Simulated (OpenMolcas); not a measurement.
# Cr2+: input and output

Input:

```
&GATEWAY
Coord
1

Cr 0.0 0.0 0.0
Basis=ANO-R2
Group=XYZ
NoMove
AngMom=0.0 0.0 0.0
AMFI
&SEWARD
* reference wave functions (RASSCF and RASSI steps not shown): 4 electrons in 5 orbitals (3d)
>>> COPY JOB001 $Project.JobIph
&CASPT2
Multistate=5 1 2 3 4 5
Frozen=3 6
IPEA=0.25
Imaginary=0.1
MaxIter=60
WThr=0.0 0.3 0.05
PrWF=0.5
NoMix
>>> COPY JOB002 $Project.JobIph
&CASPT2
Multistate=45 1 2 3 4 5 6 7 8 9 10 11 12 13 14 15 16 17 18 19 20 21 22
23 24 25 26 27 28 29 30 31 32 33 34 35 36 37 38 39 40 41 42 43 44 45
Frozen=3 6
IPEA=0.25
Imaginary=0.1
MaxIter=60
WThr=0.0 0.3 0.05
PrWF=0.5
NoMix
>>> COPY JOB003 $Project.JobIph
&CASPT2
Multistate=50 1 2 3 4 5 6 7 8 9 10 11 12 13 14 15 16 17 18 19 20 21 22
23 24 25 26 27 28 29 30 31 32 33 34 35 36 37 38 39 40 41 42 43 44 45 46
47 48 49 50
Frozen=3 6
IPEA=0.25
Imaginary=0.1
MaxIter=60
WThr=0.0 0.3 0.05
PrWF=0.5
NoMix
```

Output, cut to the results:

```
--- CASPT2 ---
Orbital specifications:
      -----------------------

      Symmetry species                           1   2
                                                ag  au
      Frozen orbitals                            3   6
      Inactive orbitals                          0   0
      Active orbitals                            5   0
      Secondary orbitals                        18  20
      Deleted orbitals                           0   0
      Number of basis functions                 26  26
Type of calculation                        MS-CASPT2
      Fock operator                              state-specific
      IPEA shift                                 0.25
      Real shift                                 0.00
      Imaginary shift                            0.10
      The input orbitals will be transformed to quasi-canonical
Reference energy:       -1048.8932309846
      E2 (Non-variational):      -0.0438953335
      Shift correction:          -0.0000362785
      E2 (Variational):          -0.0439316120
      Total energy:           -1048.9371625966
      Residual norm:              0.0000004596
      Reference weight:           0.98984
      Contributions to the CASPT2 correlation energy
      Active & Virtual Only:         -0.0438953335
      One Inactive Excited:           0.0000000000
      Two Inactive Excited:           0.0000000000
Reference energy:       -1048.8932309846
      E2 (Non-variational):      -0.0438951920
      Shift correction:          -0.0000362544
      E2 (Variational):          -0.0439314464
      Total energy:           -1048.9371624310
      Residual norm:              0.0000006122
      Reference weight:           0.98984
      Contributions to the CASPT2 correlation energy
      Active & Virtual Only:         -0.0438951920
      One Inactive Excited:           0.0000000000
      Two Inactive Excited:           0.0000000000
::    CASPT2 Root  1     Total energy:  -1048.93716260
::    CASPT2 Root  2     Total energy:  -1048.93716243
::    CASPT2 Root  3     Total energy:  -1048.93716251
::    CASPT2 Root  4     Total energy:  -1048.93716244
::    CASPT2 Root  5     Total energy:  -1048.93716256
::    MS-CASPT2 Root  1     Total energy:  -1048.93716260
::    MS-CASPT2 Root  2     Total energy:  -1048.93716257
::    MS-CASPT2 Root  3     Total energy:  -1048.93716252
::    MS-CASPT2 Root  4     Total energy:  -1048.93716243
::    MS-CASPT2 Root  5     Total energy:  -1048.93716242
--- CASPT2 ---
Orbital specifications:
      -----------------------

      Symmetry species                           1   2
                                                ag  au
      Frozen orbitals                            3   6
      Inactive orbitals                          0   0
      Active orbitals                            5   0
      Secondary orbitals                        18  20
      Deleted orbitals                           0   0
      Number of basis functions                 26  26
Type of calculation                        MS-CASPT2
      Fock operator                              state-specific
      IPEA shift                                 0.25
      Real shift                                 0.00
      Imaginary shift                            0.10
      The input orbitals will be transformed to quasi-canonical
Reference energy:       -1048.8030672902
      E2 (Non-variational):      -0.0472698841
      Shift correction:          -0.0000726455
      E2 (Variational):          -0.0473425295
      Total energy:           -1048.8504098198
      Residual norm:              0.0000005155
      Reference weight:           0.98629
      Contributions to the CASPT2 correlation energy
      Active & Virtual Only:         -0.0472698841
      One Inactive Excited:           0.0000000000
      Two Inactive Excited:           0.0000000000
Reference energy:       -1048.8030672902
      E2 (Non-variational):      -0.0474620968
      Shift correction:          -0.0000727796
      E2 (Variational):          -0.0475348764
      Total energy:           -1048.8506021667
      Residual norm:              0.0000005490
      Reference weight:           0.98613
      Contributions to the CASPT2 correlation energy
      Active & Virtual Only:         -0.0474620968
      One Inactive Excited:           0.0000000000
      Two Inactive Excited:           0.0000000000
::    CASPT2 Root  1     Total energy:  -1048.85040982
::    CASPT2 Root  2     Total energy:  -1048.85060217
::    CASPT2 Root  3     Total energy:  -1048.85051559
::    CASPT2 Root  4     Total energy:  -1048.85041635
::    CASPT2 Root  5     Total energy:  -1048.85044345
::    CASPT2 Root  6     Total energy:  -1048.85042780
::    CASPT2 Root  7     Total energy:  -1048.85039888
::    CASPT2 Root  8     Total energy:  -1048.85057555
::    CASPT2 Root  9     Total energy:  -1048.85035218
::    CASPT2 Root 10     Total energy:  -1048.85058765
::    CASPT2 Root 11     Total energy:  -1048.85053906
::    CASPT2 Root 12     Total energy:  -1048.85288368
::    CASPT2 Root 13     Total energy:  -1048.85289047
::    CASPT2 Root 14     Total energy:  -1048.85288255
::    CASPT2 Root 15     Total energy:  -1048.84485228
::    CASPT2 Root 16     Total energy:  -1048.84486699
::    CASPT2 Root 17     Total energy:  -1048.84492788
::    CASPT2 Root 18     Total energy:  -1048.84471652
::    CASPT2 Root 19     Total energy:  -1048.84459839
::    CASPT2 Root 20     Total energy:  -1048.84485726
::    CASPT2 Root 21     Total energy:  -1048.84511034
::    CASPT2 Root 22     Total energy:  -1048.83082279
::    CASPT2 Root 23     Total energy:  -1048.83090525
::    CASPT2 Root 24     Total energy:  -1048.83083349
::    CASPT2 Root 25     Total energy:  -1048.83084329
::    CASPT2 Root 26     Total energy:  -1048.83081907
::    CASPT2 Root 27     Total energy:  -1048.83100422
::    CASPT2 Root 28     Total energy:  -1048.83091256
::    CASPT2 Root 29     Total energy:  -1048.83081552
...
```

Levels above the lowest, from the spin-orbit matrix with the single-state CASPT2 energies, averaged by term, on its diagonal:

```
Configuration   Term  J  E (cm-1)  Measured (cm-1)      g  Term weight %
          3d4     5D  0       0.0              0.0                   100
          3d4     5D  1      66.1             62.2  1.501            100
          3d4     5D  2       196              183  1.501            100
          3d4     5D  3       385              357  1.501            100
          3d4     5D  4       628              576  1.501            100
          3d4  3P(1)  0     18150            16771                   100
          3d4  3P(1)  1     18540            17169  1.501            100
          3d4     3H  4     19240            17274  0.801             99
          3d4  3P(1)  2     19240            17851  1.501            100
          3d4     3H  5     19370            17397  1.034            100
          3d4     3H  6     19530            17531  1.167            100
          3d4  3F(1)  2     20540            18452  0.666            100
          3d4  3F(1)  3     20600            18511  1.081             99
          3d4  3F(1)  4     20680            18583  1.248             99
          3d4     3G  3     23560            20704  0.752             99
          3d4     3G  4     23720            20853  1.051             99
          3d4     3G  5     23890            20996  1.200            100
          3d4  1G(1)  4     28730            25139  1.000             99
          3d4     1I  6     29060            26015  1.000            100
          3d4     3D  3     29830            25726  1.334            100
          3d4     3D  2     29880            25781  1.167            100
          3d4     3D  1     29940            25848  0.499            100
          3d4  1S(1)  0     31820            27372                   100
          3d4  1D(1)  2     35310            32152  1.001            100
```

Against the 23 measured excited levels shown (Sugar and Corliss, J. Phys. Chem. Ref. Data 6, 317 (1977)) the mean absolute deviation is 2200 cm-1; the largest miss in energy is 3d4 1S0(1): computed 31820, measured 27372 cm-1 (+16.3 %).

CASPT2 does not keep the components of a term degenerate, so their means are used; among the terms shown or strongly mixed into the levels shown the widest spread is 110 cm-1 (3d4 3F(1)). Some terms miss by over 15 % even with CASPT2, which points to a basis or an active space too small for the shells correlated. Measured partners are found by configuration, term and J. A level has none where our copy of the source lacks it or the pairing is in doubt (some pairs that miss far off the trend of their configuration count as doubtful), and it then counts in no deviation. Only configurations of the active space appear. The table shows the lowest 24 of 34 levels.

The term weight is that of the spin-free term in the level, not the purity of its configuration. A number in round brackets counts repeated terms of one configuration in the order of the reference energies.
